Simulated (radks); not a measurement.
The zirconium anion Zr- inside a hard spherical wall (all orbitals vanish at R), configuration held at [Kr] 4d3 5s2 and not refilled when levels cross. Calculated with a radial shooting solver on a logarithmic mesh with Libxc functionals: scalar-relativistic Kohn-Sham, LDA (Slater exchange, Perdew-Wang correlation), spin-unpolarised, spherical densities, point nucleus. Eigenvalues in eV, with the zero of energy where the potential of the charges vanishes at infinity; a dash marks a level that is unbound or too diffuse for the functional's potential to be trusted. A positive occupied level is held by the wall or, in an anion where self-interaction has pushed it up, behind a barrier. The pressure on the wall is -dE/dV.

\begin{tabular}{lrrrrrrrrr}
R (bohr) & E (hartree) & kinetic (hartree) & e(4s) & e(4p) & e(5s) & e(4d) & e(5p, empty) & e(6s, empty) & pressure (GPa) \\ \hline
20 & -3594.61980 & 3694.913 & -48.293 & -26.351 & 0.070 & 1.784 & 1.838 & 1.939 & 0.00114 \\
15 & -3594.61831 & 3694.914 & -48.005 & -26.066 & 0.254 & 2.028 & 2.226 & 2.885 & 0.00571 \\
7 & -3594.52665 & 3695.279 & -44.718 & -22.835 & 2.783 & 4.847 & 6.095 & 14.394 & 3.23 \\
5 & -3594.15948 & 3696.477 & -39.351 & -17.672 & 8.636 & 9.700 & 14.024 & 35.736 & 38.3 \\
4 & -3593.41446 & 3698.771 & -33.416 & -12.051 & 18.188 & 15.802 & 26.345 & 66.124 & 186 \\
2 & -3573.40414 & 3757.957 & 23.557 & 48.797 & 185.48 & 91.112 & 210.14 & 442.25 & 24600 \\
1.5 & -3530.99730 & 3866.948 & 111.23 & 145.21 & 446.85 & 201.16 & 476.34 & 943.35 & 163000 \\
\end{tabular}
